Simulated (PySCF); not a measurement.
Compound: C₅H₉AlFN.
Structure used (GFN2-xTB), in Å, numbered top down from 1:
```
atom  x, y, z in Å
C1    -2.0283    1.2540    0.1925
C2    -2.3249   -0.0005   -0.1253
C3    -1.7480   -0.7573   -1.2605
Al4   -0.2256   -1.6692   -0.3034
F5     0.9193   -2.6183   -1.0524
N6     0.9223   -0.0519    0.0287
C7     1.9334    0.3610    0.3769
C8     3.1792    0.8968    0.8073
H9    -1.3606    1.8466   -0.4138
H10   -2.4517    1.7440    1.0533
H11   -3.0092   -0.5528    0.5082
H12   -1.4003   -0.0671   -2.0392
H13   -2.5068   -1.4038   -1.7121
H14   -0.4021   -2.0602    1.1751
H15    3.0788    1.2855    1.8205
H16    3.9289    0.1053    0.7957
H17    3.4886    1.6998    0.1387
```

Level of theory: PySCF, TDDFT CAM-B3LYP/def2-SVPD, vertical, gas phase, core orbitals frozen in the response.

Problem. What does the calculation give for the low-lying excited states?

Solution. 

```csv
state,E (eV),ν̃ (cm⁻¹),f,|μ| (D),"main configurations (H = HOMO, L = LUMO)"
S1,5.04,40610,0.0010,0.23,H→L (91%)
S2,5.22,42120,0.050,1.59,"H→L+1 (84%), H→L+2 (13%)"
S3,5.83,47040,0.034,1.23,"H→L+2 (73%), H→L+1 (9%)"
S4,6.28,50660,0.171,2.68,"H→L+4 (64%), H→L+5 (18%)"
S5,6.36,51330,0.014,0.75,"H→L+3 (59%), H→L+4 (15%), H→L+6 (12%)"
S6,6.53,52630,0.047,1.37,"H-1→L (51%), H-1→L+1 (41%)"
S7,6.61,53350,0.124,2.22,"H-1→L (36%), H-1→L+1 (36%), H-1→L+2 (12%)"
S8,6.90,55640,0.027,1.01,"H→L+5 (39%), H→L+7 (16%), H→L+6 (16%)"
```

Triplets (Tamm–Dancoff): T1 4.12 eV, H→L+4 (58%); T2 5.02 eV, H→L (81%), H→L+1 (14%); T3 5.11 eV, H→L+1 (62%), H→L+2 (22%).

The lowest singlet comes at 246 nm (486 kJ/mol) in the ultraviolet; it is very weak; its leading configuration is HOMO→LUMO (91%). The strongest level in the table is S4 at 6.28 eV (197 nm, f = 0.171). Löwdin shares by element: HOMO carbon 73% or more, aluminium 9% (atoms not listed hold the other 18%); LUMO carbon 46% or more, nitrogen 30%, hydrogen 10% or more. Of the 8 states listed, 7 reach f = 0.01 and none stays under 0.0005. Weighted by f, the mean energy of these states is 6.28 eV. The oscillator strengths of these states sum to 0.467; summed over the whole spectrum of an exact calculation they would give the number of electrons, 68 (Thomas–Reiche–Kuhn). Singlets were solved by full linear response, triplets in the Tamm–Dancoff approximation.

Hardware: one thread of an Arm Neoverse V1, on a shared host. Cost: 75 s, 1.1 GiB resident at most.

One conformer stands for the species.
